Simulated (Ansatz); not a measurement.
Molecular dynamics of Cl$_{2}$FH$_{4}$NSTi

Input:

```yaml
crystal:
  periodic: [false, false, false]
  atoms:
    - { symbol: Ti, position_ang: [0.03019, 0.324873, 0.160582] }
    - { symbol: "N", position_ang: [0.1422, 0.026716, 2.146709] }
    - { symbol: H, position_ang: [-0.675328, -0.434836, 2.556671] }
    - { symbol: H, position_ang: [0.976465, -0.479141, 2.458247] }
    - { symbol: Cl, position_ang: [1.859891, 0.217247, -1.045782] }
    - { symbol: Cl, position_ang: [-1.637762, 1.598757, -0.460235] }
    - { symbol: F, position_ang: [-0.644774, -1.259384, -0.125383] }
    - { symbol: S, position_ang: [1.044108, 2.603388, 1.394143] }
    - { symbol: H, position_ang: [2.322683, 2.163376, 1.461013] }
    - { symbol: H, position_ang: [0.491227, 1.385004, 2.214538] }
basis:
  gaussian: { orbitals: def2-SVP }
hamiltonian:
  xc: b3lyp
  dispersion: d4
md:
  timestep: 0.5
  n_steps: 200
  ensemble: nve
  temperature: 300.0
  initial_velocities: maxwell_boltzmann
  seed: 9913
```

Launched with:

```bash
$ ansatz run input.yaml --threads 4 --pin off --max-ram 5120MiB --backend cpu --events-out ev --progress --plain --runs-dir out
```

It starts at the highest image of a converged band, a first-order saddle point between two minima.

Output, in part (step lines, the closing report, with atoms numbered from 0):

```
md step     0: t =     0.00 fs  T =   300.0 K  F+E_penalty+E_count = -63258.84210326 eV  E_kin = 0.310224 eV  conserved = -63258.53187927 eV  (32 SCF iters)
[... lines left out ...]
Total energy: -63259.50003652 eV, -2324.7437475129 hartree
Atom 0 at     0.146679     0.496839     0.191472 Å, force    -1.361606     0.615978     1.608148 eV/Å
Atom 1 at     0.239526    -0.407867     2.409932 Å, force     0.489485    -1.674725    -0.173918 eV/Å
Atom 2 at    -0.582549    -1.028502     2.622501 Å, force     0.997914     0.232143    -0.785983 eV/Å
Atom 3 at     1.124482    -0.955340     2.604269 Å, force    -1.213739     0.301426    -0.494954 eV/Å
Atom 4 at     1.713379     0.175737    -1.199720 Å, force     0.914755    -0.115488    -0.737774 eV/Å
Atom 5 at    -1.541367     1.657077    -0.686707 Å, force     0.454710    -0.277361     0.067038 eV/Å
Atom 6 at    -0.582889    -1.117140     0.221224 Å, force    -0.139141    -0.083345    -0.312907 eV/Å
Atom 7 at     0.866748     2.507367     1.383613 Å, force    -0.294752    -0.460787    -0.334115 eV/Å
Atom 8 at     1.713404     2.066065     2.337847 Å, force     0.091814    -0.195258     0.043577 eV/Å
Atom 9 at     0.212786     0.206723     3.181965 Å, force     0.060560     1.657418     1.120889 eV/Å
Dipole moment:     0.230429    -0.657379     1.054833 e Å
```

The steps, from the saved trajectory:

```csv
time (fs),T (K),potential energy less start (eV),conserved less start (meV/atom)
0,300,0.000,0.00
3,255,0.047,0.07
6,268,0.034,0.06
9,407,-0.111,-0.08
12,330,-0.029,0.18
15,421,-0.126,-0.10
18,319,-0.018,0.11
21,565,-0.277,-0.33
24,545,-0.256,-0.26
27,420,-0.123,0.12
30,570,-0.281,-0.11
33,486,-0.190,0.23
36,577,-0.287,-0.03
39,588,-0.298,0.04
42,694,-0.408,0.00
45,778,-0.497,-0.20
48,649,-0.360,0.08
51,845,-0.566,-0.19
54,978,-0.704,-0.27
57,838,-0.556,0.02
60,880,-0.602,-0.19
63,882,-0.604,-0.21
66,742,-0.458,-0.05
69,615,-0.327,-0.06
72,536,-0.245,-0.15
75,347,-0.049,-0.03
78,299,0.001,0.02
81,448,-0.154,-0.03
84,533,-0.240,0.02
87,601,-0.312,-0.05
90,717,-0.431,0.02
93,826,-0.543,0.12
96,927,-0.650,-0.14
99,842,-0.560,0.07
```

The run went to its last step. The conserved energy stayed within 0.38 meV per atom of its start (net change -0.16 meV per atom), so the integration is sound. The kinetic energy rose, since the run started high on the potential surface and went downhill. A run of 0.1 ps of so small a system gives no equilibrium averages. The orbitals stay closed-shell, which can raise the energy where a bond breaks towards radicals; this wasn't checked here.

Between its relaxed ends the band would form Ti1–S8, N2–H10 and break S8–H10. These pairs go: Ti1–S8 2.78 → 2.45 Å, N2–H10 1.40 → 0.99 Å, S8–H10 1.57 → 2.99 Å. In the last frame they stand as after the step (other bonds may differ from the relaxed reactants and products). Also parted: Ti1–H10 2.36 → 3.01 Å. It ends as one piece, Cl2FH4NSTi. Pairs count as bonded within 1.25 times the sum of covalent radii (0.12 Å more for H–H).

Last frame:

```xyz
10
Properties=species:S:1:pos:R:3
Ti 0.147 0.497 0.192
N 0.239 -0.408 2.410
H -0.583 -1.028 2.623
H 1.125 -0.955 2.604
Cl 1.713 0.176 -1.200
Cl -1.541 1.657 -0.687
F -0.583 -1.117 0.221
S 0.867 2.507 1.384
H 1.713 2.066 2.338
H 0.213 0.207 3.182
```

The run took 10 min on 4 threads of Arm Neoverse V2 (shared host), peak memory 0.4 GiB.
